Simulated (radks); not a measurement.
Values are calculated unless marked as measured or tabulated.
Spherical jellium clusters: N electrons in a uniform positive sphere of charge N and radius rs N^(1/3), rs = 2.16 bohr. Level of theory: non-relativistic Kohn-Sham, LDA (Slater exchange, Perdew-Wang correlation), spin-polarised, spherical densities (a radial shooting solver with Libxc functionals). Levels are named by radial order and angular momentum (1s, 1p, 1d, 2s, ...), and open shells are averaged over m.

N = 5, configuration 1s2 1p(up 3, down 0). This is the lowest configuration that the search found. Occupied and some empty levels:

level,occupation,eigenvalue (eV),<r> (bohr)
1s up,1,-8.8404,2.732
1s down,1,-7.5098,2.721
1p up,3,-4.2280,3.798
1p down,0,-2.9355,4.022
2s up,0,-1.0376,6.708
2s down,0,-0.61928,7.787
1d up,0,-0.29720,6.308

Energy (eV): total -1.38617, kinetic 23.123, external -199.05, Hartree 91.190, exchange-correlation -27.162, background 110.51.
